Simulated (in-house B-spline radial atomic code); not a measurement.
RPA and G0W0 on r2SCAN: Cd2+

Configuration [Kr] 4d10, mean-field start r2SCAN. Computed with an all-electron radial atomic-structure program (B-spline basis): all electrons, non-relativistic, point nucleus, each spin shell either full or empty, empty states to l = 9 with an (l + 1/2)⁻⁴ tail; G0W0 by contour deformation at full frequency.

Without relativity these are model numbers: it shifts the levels of so heavy an element strongly and can reorder them.

Command:
```bash
python run_gw.py task.json out
```
Settings (radii: box in bohr, nucleus in fm):
```
Z                        48
electrons                46
configuration            [Kr] 4d10
hamiltonian              nr
method                   r2scan
lmax                     9
spin_polarised           False
box_radius               17.55
intervals                54
```

Cost of the run: 1.5 s on 1 thread of Intel(R) Xeon(R) 6975P-C, with other jobs on the host.

Energies (hartree):

```
                                     term        value
                         mean-field total  -5466.65608
Hartree-Fock functional on these orbitals  -5464.31840
                      direct second order      -3.9854
                    second-order exchange       1.0988
                         SOSEX correction       1.0217
```

(1) What is the RPA correlation energy, and what remains with SOSEX?

Quasi-particle levels (eV):

| level | occupied | mean field | Σx - vxc | Σc | QP weight | G0W0 |
| --- | --- | --- | --- | --- | --- | --- |
| 4d | yes | -31.19 | -7.64 | ? | ? | ? |
| 5s | no | -19.461 | 5.13 | -1.82 | 0.967 | -16.154 |

G0W0 = mean field + (Σx - vxc) + Σc, with Σc (partial-wave tail included) taken at the quasi-particle energy. Only the outer levels were computed. Levels of low weight are left out.

(2) Where does G0W0 put 4d?

Answers

(1) RPA gives -3.4952 hartree (-2.07 eV per electron); RPA + SOSEX gives -2.4736, and the second-order doubles -2.8866 hartree (no singles). RPA lacks exchange-type terms and so overcorrelates at short range.

(2) At -38.22 eV, with Σc = 0.61 eV and a quasi-particle weight of 0.913. The tabulated removal energy is 37.468 ± 0.006 eV (NIST, measured); the calculation leaves out relativity, Breit and QED terms, and what these don't explain is the method's own error.
